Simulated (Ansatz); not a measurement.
`CB(C)O[SiH3]` + H–F → `CB(C)F` + `O[SiH3]` at 400 K and 1 bar (ligand exchange at a B–O bond).

Computed with Ansatz on PBE0-D4/def2-TZVP structures; ΔE is electronic, products minus reactants. CCSD(T)/CBS is the MP2 limit (def2-TZVPP, def2-QZVPP) plus CCSD(T) − MP2 in def2-TZVPP, frozen cores. This one scheme is used for every species. One conformer a species, not always the lowest.

```csv
species,CCSD(T)/CBS energy (Eh),H − E (kJ/mol),S (J/(mol·K))
`CB(C)O[SiH3]`,-470.67451,320.5,421.6
H–F,-100.39570,36.5,182.2
`CB(C)F`,-204.38401,236.3,340.2
`O[SiH3]`,-366.69042,120.0,276.4
```

H − E and S are ideal-gas, rigid-rotor, harmonic terms from PBE0-D4/def2-TZVP, for one conformer and one mirror image of each species. 1 Eh = 2625.50 kJ/mol, R = 8.31446 J/(mol·K).

Q: By hand: ΔE, ΔH, ΔS and ΔG.

A: ΔE = (-204.38401) + (-366.69042) − (-470.67451) − (-100.39570) = -0.00422 Eh = -11.1 kJ/mol. Δ(H − E) = 236.3 + 120.0 − 320.5 − 36.5 = -0.7, so ΔH = -11.8 kJ/mol. ΔS = 340.2 + 276.4 − 421.6 − 182.2 = 12.8 J/(mol·K). ΔG = -11.8 − 400 × (12.8)/1000 = -16.9 kJ/mol.

Q: By hand: the equilibrium constant, and the temperature at which ΔG would vanish if ΔH and ΔS stayed fixed.

A: log₁₀ K = −ΔG/(RT ln 10) = 2.2. ΔH and −TΔS have one sign here, so there is no such temperature.

TΔS isn't small against ΔH here. A doubt of 5 kJ/mol in ΔE shifts log₁₀ K by 0.7 here. Other conformers and mirror images would add mixing entropy, several J/(mol·K) or more a flexible species. Modes under 60 cm⁻¹, often nearly free rotors, make the harmonic entropy too high. These are equilibria of isolated gas molecules and say nothing of rates. Largest T1 diagnostic: 0.011 (customary marks: 0.02 for closed shells, 0.045 for open ones).

ΔS is within the doubt of such terms, so its sign, and with it that verdict, could turn.
